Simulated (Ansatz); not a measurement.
Two structures of Si$_{2}$NH$_{9}$O, singlet, reached by relaxing down either side of one saddle point (PBE0-D4/def2-TZVP). Energies are electronic, without zero-point energy. Computed with Ansatz 0.2.0 (basis: def2-TZVPP and def2-QZVPP); correlated methods freeze the cores. Extrapolation: Hartree–Fock as exp(−7.88 √X), correlation as X^−2.97. First:

```
13
angstrom
Si -0.5338 -0.7299 1.1554
N 0.8412 -1.6774 0.8208
O -1.2556 -0.0288 -0.1402
Si -1.0825 0.9671 -1.4196
H -0.1027 0.3527 2.0744
H -1.5595 -1.6137 1.7531
H 2.1941 1.2752 -0.2813
H 2.0884 1.4907 0.4260
H 1.7440 -1.2639 0.6589
H 0.7699 -2.5935 0.4108
H -0.8513 2.3645 -0.9667
H 0.0708 0.5445 -2.2601
H -2.3231 0.9125 -2.2314
```

Second:

```
13
angstrom
Si -0.0900 -0.3214 0.1899
N 1.7862 -1.5507 1.4869
O -1.3172 0.4395 -0.6357
Si -1.6791 1.7170 -1.5700
H 0.2961 0.6225 1.2684
H -0.7304 -1.5652 0.6721
H 2.6488 -1.0201 1.4728
H 0.9802 -0.5349 -0.8165
H 1.5296 -1.6940 2.4562
H 1.9780 -2.4593 1.0825
H -1.5350 2.9918 -0.8128
H -0.7829 1.7814 -2.7588
H -3.0844 1.5933 -2.0350
```

**Question.** Which bonds change from the first to the second?

**Answer.** Si₂NH₇O ([NH2][SiH2][O][SiH3]) + H₂ → Si₂H₆O ([SiH3][O][SiH3]) + NH₃; bonds formed: Si1–H8, N2–H7; bonds broken: Si1–N2, H7–H8.

**Question.** Give the saddle point's structure and its height above each. (An estimate is asked for; the value comes from the calculation.)

**Answer.** Computed: 2.266 eV above the first and 1.912 eV above the second (CCSD(T) at an estimated basis limit (MP2 extrapolated from triple and quadruple zeta, plus CCSD(T) − MP2 in triple zeta)).
Si1  (-0.302, -0.301, 1.053)
N2  (1.246, -1.265, 0.648)
O3  (-1.271, 0.010, -0.230)
Si4  (-0.999, 1.083, -1.463)
H5  (-0.037, 0.643, 2.162)
H6  (-1.087, -1.397, 1.706)
H7  (1.514, -0.176, 0.275)
H8  (0.954, 0.864, 0.145)
H9  (1.744, -1.709, 1.412)
H10  (1.139, -1.915, -0.122)
H11  (-0.765, 2.468, -0.989)
H12  (0.118, 0.639, -2.337)
H13  (-2.253, 1.057, -2.262)
(Å)

The T1 diagnostic stays at or below 0.012.

Labels in which every atom is bracketed show which atoms are joined, not bond orders.

For scale, one of the runs: CCSD(T)/def2-TZVPP, 272 basis functions, launched by `ansatz run in.yaml --threads 8 --pin off --events-out ev --progress --plain --max-ram 19148MiB`. The run took 64 s on 8 CPU threads of an Intel Xeon Platinum 8375C (shared host), with 6.9 GiB of host memory at its peak.
